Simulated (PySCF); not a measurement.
## Calculated NMR data

PySCF 2.14.0 with density-fitted response routines calculation with shielding tensors at PBE0/pcSseg-1 (GIAO) and GFN2-xTB structure; relativity neglected, one computed conformer, no solvent, one averaged value for each set of equivalent atoms.

Shifts are taken against calculated references (same method and geometry level): TMS for ¹H (σref 31.72) and ¹³C (σref 186.93). Splittings of carbon signals by F and P are missing where no couplings were computed. Where no couplings were computed, multiplicities follow the n + 1 count of equivalent neighbours, and m marks all less simple cases (inequivalent or close neighbours, rings, F or P nearby). Acid and N–H amide carbonyl carbons lie up to 10 ppm further downfield in solution (hydrogen bonding). Shifts are as computed. Against solution values, carbons near 30 ppm lie about +3 ppm off and those near 130 ppm about +5 ppm. Of 1211 compounds with measured shifts, 218 miss one by over three times the rms of a fit or turn the order of signals round; such compounds aren't used in these exercises. OH and NH positions are gas-phase values without hydrogen bonding to other molecules.

**1.** `C#CC1=C(F)[SiH2]C=C1`, C6H5FSi. ¹H NMR (400 MHz, computed): δ 7.04 (m, 1H), 5.63 (m, 1H), 4.66 (m, 2H), 3.21 (s, 1H). ¹³C{¹H} NMR (computed): δ 194.8 (C), 158.3 (CH), 124.5 (C), 120.5 (CH), 96.9 (CH), 80.8 (C).

**2.** `[H]/N=C\c1cncc(F)c1`, C6H5FN2. ¹H NMR (400 MHz, computed): δ 12.30 (br s, 1H), 9.05 (s, 1H), 8.91 (m, 1H), 8.49 (s, 1H), 7.44 (m, 1H). ¹³C{¹H} NMR (computed): δ 170.3, 169.3, 146.3, 145.9, 132.7, 129.8.

**3.** SMILES [C@@H]1(C#C)[C@@H](F)[Si@H]1C#C, C6H5FSi. ¹H NMR (400 MHz, computed): δ 5.18 (m, 1H), 3.59 (m, 1H), 2.25 (m, 1H), 1.86 (d, 1H), 1.38 (d, 1H). ¹³C{¹H} NMR (computed): δ 105.4, 86.2, 86.2, 80.9, 73.1, 13.8.

**4.** `C=C1C=C1NC(=O)CC=O`, C7H7NO2. ¹H NMR (400 MHz, computed): δ 10.30 (t, 1H), 9.41 (br, 1H), 6.78 (s, 1H), 3.77 (m, 1H), 3.74 (m, 1H), 3.58 (d, 2H). ¹³C{¹H} NMR (computed): δ 207.3 (CH), 162.3 (C), 137.9 (C), 120.6 (C), 110.0 (CH), 59.6 (CH2), 54.5 (CH2).
